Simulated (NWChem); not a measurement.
System: SiN$_{2}$H$_{4}$Cl$_{2}$; SMILES Cl[Si](N)(Cl)N

```xyz
9

N      0.2892    -1.3620    -1.3711
Si     0.0000     0.0000    -0.3674
N     -0.2892     1.3620    -1.3711
Cl     1.6627     0.0847     0.8934
Cl    -1.6627    -0.0847     0.8934
H     -0.4278    -1.6288    -2.0505
H      0.7557    -2.1792    -0.9717
H      0.4278     1.6288    -2.0505
H     -0.7557     2.1792    -0.9717
```
Atoms are numbered in this order, from 1.

All runs: NWChem. Pople sets run with spherical d functions. Geometry: optimised at PBE-D3(BJ)/def2-SVP. GIAO values for the isolated, static molecule; σ is the absolute isotropic shielding.

```tsv
level	basis functions	σ N1 (ppm)	σ Si2 (ppm)	σ Cl4 (ppm)	σ H6 (ppm)	σ H7 (ppm)	relative time
B3LYP/6-31G*	90	220.6	412.4	852.5	31.15	31.17	1
B3LYP/6-311G**	138	218.5	347.2	819.9	30.49	30.50	2
B3LYP/def2-SVP	102	225.7	415.9	868.8	30.35	30.32	1
B3LYP/def2-TZVP	197	213.1	333.2	813.1	30.43	30.34	7
B3LYP/IGLO-II	173	214.3	355.2	829.5	30.64	30.59	3
```

The last column is a rough cost ratio, cheapest run = 1.
